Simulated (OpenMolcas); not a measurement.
Si: CASPT2 settings compared

```
Program             : OpenMolcas 26.06
Basis               : ANO-RCC-VTZP [5s4p2d1f]
Scalar Hamiltonian  : DKH3, point nucleus
Active space        : 2 electrons in 3 orbitals (3p)
State averaging     : 2S+1 = 3 even, 3 roots; 2S+1 = 1 even, 6 roots kept (CI in the orbitals of an earlier block)
Spin-orbit coupling : state interaction with AMFI integrals over the reference wave functions, term energies averaged over their components
```

Methods on the same reference wave functions:
A. CASSCF
B. SS-CASPT2, IPEA 0.4 Eh, sigma2 regulariser 0.2 Eh (closed shells correlated: 3s)
C. SS-CASPT2, IPEA 0.2 Eh, sigma1 regulariser 0.15 Eh (closed shells correlated: 2s 2p 3s)
D. XMS-CASPT2, IPEA 0.3 Eh, real shift 0.4 Eh (closed shells correlated: 3s)

Energies in cm-1 above 3s2 3p2 3P0, the measured ground level; measured values from NIST Handbook of Basic Atomic Spectroscopic Data.

```tsv
Level	A	B	C	D	Measured
3s2 3p2 3P0	0.0	0.0	0.0	0.0	0.0
3s2 3p2 3P1	67.0	67.6	67.6	67.5	77.1
3s2 3p2 3P2	197	197	197	197	223
3s2 3p2 1D2	8875	6230	6330	6190	6299
3s2 3p2 1S0	21988	15620	15420	16480	15394
```

Deviations, from unrounded energies. A percentage is the sum of absolute deviations over the sum of measured energies, with the sign that they share, or ± where signs differ.

```
                        Against measurement  Levels      A      B      C      D
             mean absolute deviation (cm-1)       4   2300     81     22    310
      fine structure of the ground term (%)       2  -12.2  -11.9  -11.9  -12.0
other terms of the ground configuration (%)       2  +42.3   ±1.3   +0.2   ±5.5
```

C lies closest to measurement on these levels and A furthest from it. The largest miss of C in the table is 3s2 3p2 1D2, by +29 cm-1. The ranking rests on the paired levels alone, and a cruder setting can come out closer through cancelling errors.

Among B to D the level of the table that moves most is 3s2 3p2 1S0, by 1100 cm-1 (lowest in C, highest in D). Moves below CASPT2's spread within the term are not significant.

The mean deviations of B to D differ by less than CASPT2's widest spread within a term (810 cm-1), so their order carries little weight.

From A to B the spin-free energies of the other terms of 3s2 3p2 shown, above 3P, scale by factors of 0.70 to 0.71.

The lowest spin-free term lies below A's lowest term by 0.056 hartree in B, 0.080 hartree in C, 0.059 hartree in D.

CASPT2 does not keep the components of a term degenerate, so their means are used; among the terms shown or strongly mixed into the levels shown the widest spread is 810 cm-1 (3s2 3p2 1D, D). Terms from blocks run as CI alone lack orbitals of their own. With the s shell closed, the reference lacks s² → p² mixing. Without dynamic correlation excited terms often stand tens of per cent too high (terms of higher spin than the ground term too low), and those without a measured partner can miss by more than the paired ones (holds for A). Computed and measured levels are paired by configuration, term and J; levels that our copy of the source lacks, or whose pairing is in doubt (as where it misses far off the trend of its configuration), stay unpaired and out of the deviations. Levels of configurations outside the active space are missing.
